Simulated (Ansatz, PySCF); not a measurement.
Reaction (SMILES): N[Si](F)(F)F → F[Si](F)F + [NH2] (NH2) (the N-Si bond at the site shown breaks; other sites are not compared here)
Structures are relaxed separately at B3LYP-D3(BJ)/def2-TZVP in Ansatz (a quantum-chemistry and plane-wave program), one conformer each, not searched for the lowest. Frequencies are from Ansatz or PySCF.

Quantity: bond dissociation energy (enthalpy at 298 K, with B3LYP-D3(BJ) rigid-rotor harmonic-oscillator terms), in eV. Correlated levels leave the core frozen unless marked. UHF or UKS for open shells. Spin-orbit coupling is left out. Non-relativistic. Basis-set limits of correlation are two-point, X^-3; Hartree-Fock from the larger set. The bracket is a focal-point correction in the basis named.

```tsv
level	program	bond dissociation energy (eV)
BHLYP/def2-TZVPD	Ansatz	4.90
B2PLYP-D4/def2-TZVPD	Ansatz + dftd4	5.03
CCSD/cc-pV(D+d)Z	Ansatz	___
RI-MP2/CBS(cc-pV(T+d)Z,cc-pV(Q+d)Z)+[CCSD(T)-MP2]/cc-pV(T+d)Z	Ansatz	___
```

Complete the blanks.


- CCSD/cc-pV(D+d)Z, bond dissociation energy (eV): 4.79
- RI-MP2/CBS(cc-pV(T+d)Z,cc-pV(Q+d)Z)+[CCSD(T)-MP2]/cc-pV(T+d)Z, bond dissociation energy (eV): 5.26
